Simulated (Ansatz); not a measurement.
TaO₄H₃. The state is a singlet with charge 0. Geometry PBE-D4/def2-SVP, basis def2-TZVP, Ansatz.

```csv
atom,x (Å),y (Å),z (Å)
Ta1,-0.2929,0.0867,0.0391
O2,1.1590,-0.8283,-1.0268
O3,1.8866,-0.5239,0.2160
O4,-1.2669,1.4266,-0.9119
O5,-1.3709,-1.1575,0.5849
H6,2.0223,-1.4159,0.6132
H7,0.0718,0.8615,1.6032
H8,-2.2090,1.5507,-1.1178
```

```json
{"run": "A", "HOMO (eV)": "-7.60", "LUMO (eV)": "-2.39"}
{"run": "B", "HOMO (eV)": "-8.94", "LUMO (eV)": "-1.42"}
{"run": "C", "HOMO (eV)": "-12.57", "LUMO (eV)": "2.12"}
{"run": "D", "HOMO (eV)": "-7.21", "LUMO (eV)": "-2.69"}
```

In the def2 sets Ta takes a core potential; there is no spin–orbit coupling. The structure holds one bond between oxygen atoms, so isomers without such links may lie far lower. No other spin state of charge 0 was run. Another isomer (singlet) lies 0.40 eV lower at PBE0-D4/def2-TZVP; other spin states weren't run for this one.

The runs used HF, PBE, PBE0, r2SCAN. Estimate which is which.

A r2SCAN (0 % exact exchange); B PBE0 (25 % exact exchange); C HF (100 % exact exchange); D PBE (0 % exact exchange). Exact exchange lowers occupied and raises empty levels; among semilocal functionals meta-GGAs tend to open the gap a little, and such runs are hard to tell apart. The gap grows from 4.52 eV (PBE) to 14.69 eV (HF).
